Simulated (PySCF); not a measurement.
A structure optimised at PBE-D3(BJ)/def2-SVP, used in a PySCF frequency run:

```
C
C 1 1.3584
F 2 1.3290 1 121.17
Cl 1 1.7219 2 123.05 3 180.00
Cl 1 1.7291 2 119.74 3 0.00
Br 2 1.8768 3 114.45 1 180.00
```
Charge 0, spin multiplicity 1.

Task: Write its SMILES, formula and point group.

Result: FC(Br)=C(Cl)Cl, C2BrCl2F, Cs

Task: What are its rotational constants (standard atomic weights)?

Result: 2.3646, 0.91078, 0.65752 GHz
